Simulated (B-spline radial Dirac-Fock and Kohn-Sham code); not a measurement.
Model: Dirac-Fock (average of configuration) total-energy differences with a finite nucleus, the Breit interaction including its frequency dependence, and self-energy and vacuum-polarisation corrections. Program: a B-spline atomic structure program. Electron correlation is not included.

**Question.** Identify the element and charge state from the binding energies below (tabulated ground configuration; the least bound level is included).

| level | binding energy (eV) |
| --- | --- |
| K | 61448.6 |
| L1 | 13530.2 |
| L3 | 12147.0 |
| M1 | 5374.4 |
| M2,3 | 5058.7 |

**Answer.** Er⁵³⁺: Z = 68 with 15 electrons, [Ne] 3s2 3p3. The hydrogen-like estimate √(E/Ry) = 67.2 for the K level lies 0.8 below Z (screening lowers it, relativity raises it); the outermost level, at 5058.7 eV, fixes the charge.

Values without a named source are computed, but for edge energies of neutral atoms, which are taken from tables.
